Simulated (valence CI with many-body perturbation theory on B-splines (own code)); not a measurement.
**Pb⁴³⁺: what the settings do**

Calculated by relativistic CI+MBPT: three valence electrons over a frozen Dirac-Fock core [Kr], radial functions for each j: 6 s, 6 p, 5 d, 5 f, 1 g, with the one-electron correlation potential Σ1, the two-electron term Σ2, the three-electron term Σ3, Breit, model QED; selected CI, second order for the rest, scaled by the run's own slope (own B-spline code, finite nucleus).

The last digits are not significant, and no measured levels were compared; by estimate large intervals hold to a few tenths of a per cent, small ones and those within an open d or f shell to about a per cent. Only levels of the ground parity were solved; by the run's estimate the other parity begins above the list, which can be wrong where configurations are misplaced.

The reference run has the lowest level (4d3/2^3) J=3/2 and an ionisation energy of 2164.54 eV. Its largest variational space holds 2399 state functions.

Levels are named by their leading jj configuration (3d3/2^4 stands for four electrons in 3d with j = 3/2), which in mixed levels can hold well under half, so a name can repeat and another be missing. Letters in brackets count levels of one name in rising energy.

Changed runs:
A. selection threshold (hartree) 2e-08 → 2e-07
B. Davidson tolerance 2e-05 → 0.0003
C. correlating orbitals by l 3 3 3 3 1 → 4 4 3 0 0
D. size limit of the variational space 10000 → 100; second order for the rest on → off (bad on purpose)

Excitation energies of the reference run in cm⁻¹, and shifts in cm⁻¹:

```tsv
Level	Reference	A	B	C	D
(4d3/2^2 4d5/2) J=5/2 [a]	227112	0	0	-501	+68
(4d3/2^2 4d5/2) J=3/2	248227	-0.1	0	-52	+220
(4d3/2^2 4d5/2) J=7/2	265287	-0.1	0	+7.0	+260
(4d3/2^2 4d5/2) J=9/2	266406	0	0	+93	+203
(4d3/2^2 4d5/2) J=1/2	267949	-0.1	0	+250	-411
(4d3/2^2 4d5/2) J=5/2 [b]	349570	+0.1	0	+915	+1031
(4d3/2 4d5/2^2) J=7/2 [a]	487360	0	0	-400	-82
(4d3/2 4d5/2^2) J=9/2	505503	0	0	-220	-75
(4d3/2 4d5/2^2) J=3/2 [a]	520789	0	0	+48	+164
(4d3/2 4d5/2^2) J=1/2	531734	0	0	+413	-393
(4d3/2 4d5/2^2) J=5/2 [a]	535559	0	0	+247	+417
(4d3/2 4d5/2^2) J=11/2	540703	0	0	+300	-524
Ionisation energy (eV)	2164.54	0	0	-0.13	-0.09
```

No effect on these energies: B.
